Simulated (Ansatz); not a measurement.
Consider the substitution at a C–S bond: `CSC[SiH2]O` + `[OH][SnH2][OH]` → `C[O][SnH2][OH]` + `O[SiH2]CS`.

Program: Ansatz. Geometries: PBE0-D4/def2-TZVP. ΔE: electronic, gas phase. CBS: MP2 limit from def2 TZ/QZ plus the TZ coupled-cluster correction, frozen cores. Functionals use def2-TZVPP. B3LYP here is the variant with VWN-RPA as its local correlation; programs differ in this. def2 core potentials past Kr. For Sn outer-core shells are correlated without core-valence functions, which leaves a few kJ/mol of doubt a bond. Each species was taken in one conformer, which may not be the lowest.

```csv
level,ΔE (kJ/mol),difference from CCSD(T)/CBS
PBE-D4,63.1,2.1
r2SCAN-D4,60.8,-0.2
ωB97X-V,56.9,-4.1
ωB97M-V,59.8,-1.2
B2PLYP,57.5,-3.5
r2SCAN,60.1,-0.9
PBE0,59.5,-1.5
B3LYP,53.3,-7.7
HF/def2-TZVPP,43.1,-17.9
MP2/def2-TZVPP,65.5,4.5
SCS-MP2/def2-TZVPP,59.0,-2.0
CCSD/def2-TZVPP,55.1,-5.9
MP2/def2-QZVPP,67.4,6.4
HF/CBS(def2),42.9,-18.1
MP2/CBS(def2),68.8,7.8
CCSD/CBS(def2),58.4,-2.6
CCSD(T)/CBS,61.0,0
```

Largest T1 diagnostic among the species: 0.014.

The D4 term adds +3.6 kJ/mol with B3LYP and +2.1 kJ/mol with PBE0; it sums over pairs of atoms, weighted by their polarisabilities, and B3LYP, whose exchange is more repulsive, gets the larger term. In def2-TZVPP, CCSD(T) changes the Hartree–Fock value by +14.6 kJ/mol (the triples alone add +2.6 kJ/mol) and MP2 by +22.4 kJ/mol.
